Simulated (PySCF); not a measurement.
Radial density of P (phosphorus, neutral)

UHF, [Ne] 3s2 3p3, high-spin 4S determinant. Computed with PySCF 2.14 in x2c-SVPall, with scalar relativity by spin-free X2C-1e.

| r (bohr) | 4πr²ρ (e/bohr) | 4πr²(ρα − ρβ) |
| --- | --- | --- |
| 0.00172 | 0.08014 | 0.0000 |
| 0.00289 | 0.2232 | 0.0000 |
| 0.00486 | 0.6053 | 0.0000 |
| 0.00818 | 1.545 | 0.0001 |
| 0.0138 | 3.581 | 0.0002 |
| 0.0231 | 7.557 | 0.0007 |
| 0.0389 | 13.19 | 0.0032 |
| 0.0654 | 17.15 | 0.0151 |
| 0.110 | 14.27 | 0.0597 |
| 0.185 | 10.82 | 0.1697 |
| 0.311 | 15.30 | 0.2388 |
| 0.524 | 12.61 | 0.0530 |
| 0.881 | 3.333 | 0.2011 |
| 1.48 | 2.547 | 1.2977 |
| 2.49 | 1.710 | 1.0783 |
| 4.19 | 0.2441 | 0.2006 |
| 7.05 | 0.0003328 | 0.0002 |

Densities and radii are taken from the X2C orbitals without a picture-change correction, which distorts them close to the nucleus.
